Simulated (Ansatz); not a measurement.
The cluster Zr2O5H2. Charge 0, multiplicity 1. Geometry B3LYP-D4/def2-SVP; atoms count from 1.

Cartesian coordinates in Å:
```
Zr -0.251 0.058 -1.211
Zr 0.843 0.262 1.642
O -0.335 1.256 0.594
O 1.117 -0.874 0.190
O 0.539 0.905 -2.824
O -1.721 -0.893 -1.479
O 0.052 -0.575 3.208
H -0.613 -1.113 3.649
H 0.369 0.974 -3.769
```

In the def2 sets Zr takes a core potential; there is no spin–orbit coupling. The structure comes from a short search, and lower isomers may exist.

Question: Estimate the Mulliken populations from the PBE0/def2-TZVP orbitals of Ansatz.

Answer: 
```tsv
atom	charge (e)	d electrons
Zr1	1.44	2.03
Zr2	1.60	2.01
O3	-0.75	–
O4	-0.75	–
O5	-0.79	–
O6	-0.66	–
O7	-0.77	–
H8	0.35	–
H9	0.33	–
```
Mulliken values depend strongly on the basis.

Question: And the Mayer bond orders between heavy atoms (over 0.3)?

Answer: Zr1–O3 0.53 (2.17 Å); Zr1–O4 0.53 (2.17 Å); Zr1–O5 0.88 (1.99 Å); Zr1–O6 2.03 (1.77 Å); Zr2–O3 1.39 (1.86 Å); Zr2–O4 1.39 (1.86 Å); Zr2–O7 0.93 (1.94 Å).
